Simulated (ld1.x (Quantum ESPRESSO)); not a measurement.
## Building the RRKJ potential for Cr (Z = 24) (LDA (PZ), scalar-relativistic).

The input file (ld1.x (Quantum ESPRESSO) 7.5):

```
&input
   title='Cr', zed=24., rel=1, dft='PZ', iswitch=3,
   config='[Ar] 3d5 4s0.5 4p0',
   nld=3, rlderiv=1.65, eminld=-8.0, emaxld=5.0, deld=0.04
 /
 &inputp
   pseudotype=2, tm=.false., rho0=0.001, lloc=0,
   nlcc=.false.,
   file_pseudopw='Cr.UPF', file_wfcaegen='ae.wfc', file_wfcncgen='nc.wfc', file_beta='beta', file_chi='chi'
 /
3
3P  2  1   6.00   0.00  1.30  1.30  0.0
3D  3  2   5.00   0.00  1.15  1.15  0.0
3S  1  0   2.00   0.00  1.50  1.50  0.0
 &test
   configts(1)='3s2 3p6 3d5 4s0.5 4p0'
 /
```

Command:

```bash
ld1.x < Cr.in > Cr.out
```

Output (shortened: banner, matrices, multipoles, cross overlaps and the repeated all-electron block are left out):

```
Program LD1 v.7.5
     --------------------------- All-electron run ----------------------------

     Cr
     scalar relativistic calculation

     atomic number is 24.00
     dft =PZ   lsd =0 sic =0 latt =0  beta=0.20 tr2=1.0E-14
     Exchange-correlation= PZ
                           (   1   1   0   0   0   0   0)
     mesh =1183 r(mesh) =  99.18097 a.u. xmin = -7.00 dx = 0.01250
     1 Ry =  13.60569312 eV, c = 137.03599908

     n l     nl                  e(Ry)          e(Ha)          e(eV)
     1 0     1S 1( 2.00)      -431.4443      -215.7221     -5870.0984
     2 0     2S 1( 2.00)       -49.1505       -24.5752      -668.7266
     2 1     2P 1( 6.00)       -41.4216       -20.7108      -563.5692
     3 0     3S 1( 2.00)        -5.6528        -2.8264       -76.9103
     3 1     3P 1( 6.00)        -3.5806        -1.7903       -48.7166
     3 2     3D 1( 5.00)        -0.4761        -0.2380        -6.4771
     4 0     4S 1( 0.50)        -0.5229        -0.2614        -7.1143
     4 1     4P 1( 0.00)        -0.2572        -0.1286        -3.4997

     final scf error:  1.7E-15 reached in  28 iterations

     Etot =   -2096.747878 Ry,   -1048.373939 Ha,  -28527.708180 eV

     Ekin =    2116.908839 Ry,    1058.454420 Ha,   28802.012034 eV
     Encl =   -5002.405978 Ry,   -2501.202989 Ha,  -68061.200618 eV
     Eh   =     881.653445 Ry,     440.826723 Ha,   11995.506214 eV
     Exc  =     -92.904183 Ry,     -46.452092 Ha,   -1264.025810 eV

     normalization and overlap integrals

     s(1S/1S) =  1.000000  <r> =   0.0637  <r2> =    0.0055  r(max) =   0.0417
     s(2S/2S) =  1.000000  <r> =   0.2939  <r2> =    0.1021  r(max) =   0.2428
     s(2P/2P) =  1.000000  <r> =   0.2602  <r2> =    0.0834  r(max) =   0.1988
     s(3S/3S) =  1.000000  <r> =   0.9043  <r2> =    0.9461  r(max) =   0.7764
     s(3P/3P) =  1.000000  <r> =   0.9682  <r2> =    1.1100  r(max) =   0.7961
     s(3D/3D) =  1.000000  <r> =   1.4603  <r2> =    2.9721  r(max) =   0.8369
     s(4S/4S) =  1.000000  <r> =   3.1929  <r2> =   11.7435  r(max) =   2.6431
     s(4P/4P) =  1.000000  <r> =   4.2614  <r2> =   21.1503  r(max) =   3.4797

     ------------------------ End of All-electron run ------------------------

     --------------------- Generating NC pseudopotential ---------------------

      Generating local pot.: lloc=0, matching radius rcloc =   1.5000

      Wfc   3P  rcut= 1.313  Estimated cut-off energy=      104.67 Ry
      This function has    0 nodes for 0 < r <    1.313

      Wfc   3D  rcut= 1.158  Estimated cut-off energy=      172.49 Ry
      This function has    0 nodes for 0 < r <    1.158

     ------------------- End of pseudopotential generation -------------------

     Computing logarithmic derivative in   1.65403
     Computing logarithmic derivative in   1.65403
     Computing the partial wave expansion
       no projector for channel:   0
     R is outside the sphere for l=    1 j= 0.00
     R is outside the sphere for l=    2 j= 0.00

     ---------------------- Testing the pseudopotential ----------------------

     Cr
     scalar relativistic calculation

     atomic number is 24.00   valence charge is 14.00
     dft =PZ   lsd =0 sic =0 latt =0  beta=0.20 tr2=1.0E-14
     mesh =1183 r(mesh) =  99.18097 xmin = -7.00 dx = 0.01250

     n l     nl             e AE (Ry)        e PS (Ry)    De AE-PS (Ry)
     1 0     3S   1( 2.00)       -5.65280       -5.65280       -0.00000
     2 1     3P   1( 6.00)       -3.58061       -3.58061        0.00000
     3 2     3D   1( 5.00)       -0.47606       -0.47606        0.00000
     2 0     4S   1( 0.50)       -0.52289       -0.57828        0.05539  !
     3 1     4P   1( 0.00)       -0.25722       -0.26531        0.00809  !

     eps = 1.5E-15  iter = 17

     Etot =   -2096.747878 Ry,   -1048.373939 Ha,  -28527.708180 eV
     Etotps =  -173.385503 Ry,     -86.692751 Ha,   -2359.029941 eV

     Ekin =      84.460062 Ry,      42.230031 Ha,    1149.137678 eV
     Encl =    -354.228960 Ry,    -177.114480 Ha,   -4819.530528 eV
     Ehrt =     143.962062 Ry,      71.981031 Ha,    1958.703635 eV
     Ecxc =     -19.226118 Ry,      -9.613059 Ha,    -261.584666 eV
     Epseu=     -28.352547 Ry,     -14.176274 Ha,    -385.756060 eV

     ---------------------- End of pseudopotential test ----------------------
```

Generation and configuration tests took about 4.8 s on one core of a shared server CPU.

Transferability test of the new file with ld1.x, input:

```
&input
   title='Cr', zed=24., rel=1, dft='PZ', iswitch=2,
   config='[Ar] 3d5 4s0.5 4p0'
 /
 &test
   file_pseudo='Cr.UPF', nconf=10,
   configts(1)='3s2 3p6 3d5 4s0.5 4p0',
   configts(2)='3s2 3p6 3d5 4s1 4p0',
   configts(3)='3s2 3p6 3d5 4s0 4p0',
   configts(4)='3s2 3p6 3d4 4s0 4p0',
   configts(5)='3s2 3p6 3d4 4s1 4p0',
   configts(6)='3s1 3p6 3d5 4s1 4p0',
   configts(7)='3s2 3p5 3d5 4s1 4p0',
   configts(8)='3s2 3p6 3d4 4s2 4p0',
   configts(9)='3s2 3p6 3d5 4s0.5 4p0', lsdts(9)=1,
   configts(10)='3s2 3p6 3d5 4s1 4p0', lsdts(10)=1
 /
```

```bash
ld1.x < Cr.test.in > Cr.test.out
```

Pseudopotential blocks of its output, shortened (energy terms left out):

```
     ---------------------- Testing the pseudopotential ----------------------

     n l     nl             e AE (Ry)        e PS (Ry)    De AE-PS (Ry)
     1 0     3S   1( 2.00)       -5.65280       -5.65280       -0.00000
     2 1     3P   1( 6.00)       -3.58061       -3.58061        0.00000
     3 2     3D   1( 5.00)       -0.47606       -0.47606        0.00000
     2 0     4S   1( 0.50)       -0.52289       -0.57828        0.05539  !
     3 1     4P   1( 0.00)       -0.25722       -0.26531        0.00809  !

     eps = 9.7E-15  iter = 16

     Etot =   -2096.747878 Ry,   -1048.373939 Ha,  -28527.708181 eV
     Etotps =  -173.385502 Ry,     -86.692751 Ha,   -2359.029928 eV

     ---------------------- End of pseudopotential test ----------------------

          ---------------------- Testing the pseudopotential ----------------------

     n l     nl             e AE (Ry)        e PS (Ry)    De AE-PS (Ry)
     1 0     3S   1( 2.00)       -5.40654       -5.39327       -0.01327  !
     2 1     3P   1( 6.00)       -3.33304       -3.32003       -0.01302  !
     3 2     3D   1( 5.00)       -0.23010       -0.21841       -0.01169  !
     2 0     4S   1( 1.00)       -0.30859       -0.35013        0.04155  !
     3 1     4P   1( 0.00)       -0.07955       -0.08094        0.00139

     eps = 6.3E-15  iter = 15

     Etot =   -2096.955018 Ry,   -1048.477509 Ha,  -28530.526465 eV
     Etotps =  -173.616788 Ry,     -86.808394 Ha,   -2362.176732 eV
     dEtot_ae =      -0.207140 Ry
     dEtot_ps =      -0.231286 Ry,   Delta E=       0.024146 Ry

     ---------------------- End of pseudopotential test ----------------------

          ---------------------- Testing the pseudopotential ----------------------

     n l     nl             e AE (Ry)        e PS (Ry)    De AE-PS (Ry)
     1 0     3S   1( 2.00)       -5.92655       -5.94445        0.01791  !
     2 1     3P   1( 6.00)       -3.85563       -3.87300        0.01737  !
     3 2     3D   1( 5.00)       -0.74693       -0.76228        0.01535  !
     2 0     4S   1( 0.00)       -0.74880       -0.82175        0.07295  !
     3 1     4P   1( 0.00)       -0.44851       -0.46691        0.01840  !

     eps = 9.4E-15  iter = 16

     Etot =   -2096.430209 Ry,   -1048.215105 Ha,  -28523.386080 eV
     Etotps =  -173.035930 Ry,     -86.517965 Ha,   -2354.273763 eV
     dEtot_ae =       0.317669 Ry
     dEtot_ps =       0.349572 Ry,   Delta E=      -0.031903 Ry

     ---------------------- End of pseudopotential test ----------------------

          ---------------------- Testing the pseudopotential ----------------------

     n l     nl             e AE (Ry)        e PS (Ry)    De AE-PS (Ry)
     1 0     3S   1( 2.00)       -6.96656       -6.98771        0.02116  !
     2 1     3P   1( 6.00)       -4.88315       -4.90322        0.02008  !
     3 2     3D   1( 4.00)       -1.70088       -1.71909        0.01820  !
     2 0     4S   1( 0.00)       -1.37919       -1.49615        0.11696  !
     3 1     4P   1( 0.00)       -0.98866       -1.02376        0.03510  !

     eps = 3.3E-15  iter = 19

     Etot =   -2095.229013 Ry,   -1047.614506 Ha,  -28507.042973 eV
     Etotps =  -171.817447 Ry,     -85.908723 Ha,   -2337.695454 eV
     dEtot_ae =       1.518865 Ry
     dEtot_ps =       1.568055 Ry,   Delta E=      -0.049190 Ry

     ---------------------- End of pseudopotential test ----------------------

          ---------------------- Testing the pseudopotential ----------------------

     n l     nl             e AE (Ry)        e PS (Ry)    De AE-PS (Ry)
     1 0     3S   1( 2.00)       -6.28527       -6.25651       -0.02876  !
     2 1     3P   1( 6.00)       -4.20211       -4.17460       -0.02751  !
     3 2     3D   1( 4.00)       -1.03630       -1.01207       -0.02423  !
     2 0     4S   1( 1.00)       -0.85878       -0.92782        0.06903  !
     3 1     4P   1( 0.00)       -0.53074       -0.53774        0.00700  !

     eps = 6.6E-16  iter = 19

     Etot =   -2096.348517 Ry,   -1048.174259 Ha,  -28522.274608 eV
     Etotps =  -173.027650 Ry,     -86.513825 Ha,   -2354.161103 eV
     dEtot_ae =       0.399360 Ry
     dEtot_ps =       0.357852 Ry,   Delta E=       0.041508 Ry

     ---------------------- End of pseudopotential test ----------------------

          ---------------------- Testing the pseudopotential ----------------------

     n l     nl             e AE (Ry)        e PS (Ry)    De AE-PS (Ry)
     1 0     3S   1( 1.00)       -6.39749       -6.37426       -0.02323  !
     2 1     3P   1( 6.00)       -4.30901       -4.27817       -0.03084  !
     3 2     3D   1( 5.00)       -1.11720       -1.09145       -0.02575  !
     2 0     4S   1( 1.00)       -0.87006       -0.94466        0.07460  !
     3 1     4P   1( 0.00)       -0.53622       -0.54312        0.00689  !

     eps = 9.1E-15  iter = 15

     Etot =   -2091.084490 Ry,   -1045.542245 Ha,  -28450.653859 eV
     Etotps =  -167.763469 Ry,     -83.881734 Ha,   -2282.538270 eV
     dEtot_ae =       5.663388 Ry
     dEtot_ps =       5.622033 Ry,   Delta E=       0.041355 Ry

     ---------------------- End of pseudopotential test ----------------------

          ---------------------- Testing the pseudopotential ----------------------

     n l     nl             e AE (Ry)        e PS (Ry)    De AE-PS (Ry)
     1 0     3S   1( 2.00)       -6.37931       -6.34743       -0.03188  !
     2 1     3P   1( 5.00)       -4.29264       -4.25853       -0.03411  !
     3 2     3D   1( 5.00)       -1.10394       -1.07832       -0.02562  !
     2 0     4S   1( 1.00)       -0.87030       -0.94344        0.07314  !
     3 1     4P   1( 0.00)       -0.53671       -0.54391        0.00719  !

     eps = 8.1E-15  iter = 16

     Etot =   -2093.172110 Ry,   -1046.586055 Ha,  -28479.057385 eV
     Etotps =  -169.856008 Ry,     -84.928004 Ha,   -2311.008725 eV
     dEtot_ae =       3.575768 Ry
     dEtot_ps =       3.529493 Ry,   Delta E=       0.046274 Ry

     ---------------------- End of pseudopotential test ----------------------

          ---------------------- Testing the pseudopotential ----------------------

     n l     nl             e AE (Ry)        e PS (Ry)    De AE-PS (Ry)
     1 0     3S   1( 2.00)       -5.69771       -5.63569       -0.06202  !
     2 1     3P   1( 6.00)       -3.61405       -3.55424       -0.05981  !
     3 2     3D   1( 4.00)       -0.45724       -0.40406       -0.05318  !
     2 0     4S   1( 2.00)       -0.37333       -0.41028        0.03695  !
     3 1     4P   1( 0.00)       -0.11076       -0.10399       -0.00678  !

     eps = 7.3E-15  iter = 17

     Etot =   -2096.959256 Ry,   -1048.479628 Ha,  -28530.584135 eV
     Etotps =  -173.690666 Ry,     -86.845333 Ha,   -2363.181897 eV
     dEtot_ae =      -0.211379 Ry
     dEtot_ps =      -0.305164 Ry,   Delta E=       0.093785 Ry

     ---------------------- End of pseudopotential test ----------------------

          ---------------------- Testing the pseudopotential ----------------------

     n l     nl             e AE (Ry)        e PS (Ry)    De AE-PS (Ry)
     1 0     3S   1( 1.00)       -5.71924       -5.72285        0.00361
     2 1     3P   1( 3.00)       -3.64667       -3.65263        0.00597  !
     3 2     3D   1( 5.00)       -0.53876       -0.54009        0.00133
     2 0     4S   1( 0.50)       -0.55752       -0.61464        0.05712  !
     3 1     4P   1( 0.00)       -0.27728       -0.28517        0.00788  !
     1 0     3S   2( 1.00)       -5.41679       -5.37666       -0.04012  !
     2 1     3P   2( 3.00)       -3.34895       -3.31031       -0.03864  !
     3 2     3D   2( 0.00)       -0.27083       -0.24933       -0.02151  !
     2 0     4S   2( 0.00)       -0.40158       -0.44354        0.04196  !
     3 1     4P   2( 0.00)       -0.17879       -0.18371        0.00492

     eps = 4.7E-15  iter = 20

     Etot =   -2097.092242 Ry,   -1048.546121 Ha,  -28532.393489 eV
     Etotps =  -173.763625 Ry,     -86.881812 Ha,   -2364.174551 eV
     dEtot_ae =      -0.344364 Ry
     dEtot_ps =      -0.378123 Ry,   Delta E=       0.033759 Ry

     ---------------------- End of pseudopotential test ----------------------

          ---------------------- Testing the pseudopotential ----------------------

     n l     nl             e AE (Ry)        e PS (Ry)    De AE-PS (Ry)
     1 0     3S   1( 1.00)       -5.46263       -5.45185       -0.01078  !
     2 1     3P   1( 3.00)       -3.38889       -3.38037       -0.00852  !
     3 2     3D   1( 5.00)       -0.28428       -0.27281       -0.01147  !
     2 0     4S   1( 1.00)       -0.34128       -0.38416        0.04288  !
     3 1     4P   1( 0.00)       -0.09581       -0.09661        0.00080
     1 0     3S   2( 1.00)       -5.16336       -5.10864       -0.05472  !
     2 1     3P   2( 3.00)       -3.09374       -3.04114       -0.05260  !
     3 2     3D   2( 0.00)       -0.01737       -0.00521       -0.01216  !
     2 0     4S   2( 0.00)       -0.17615       -0.20375        0.02760  !
     3 1     4P   2( 0.00)       -0.01194       -0.01215        0.00021

     eps = 1.5E-15  iter = 20

     Etot =   -2097.316373 Ry,   -1048.658186 Ha,  -28535.442951 eV
     Etotps =  -174.012674 Ry,     -87.006337 Ha,   -2367.563041 eV
     dEtot_ae =      -0.568495 Ry
     dEtot_ps =      -0.627172 Ry,   Delta E=       0.058677 Ry

     ---------------------- End of pseudopotential test ----------------------
```
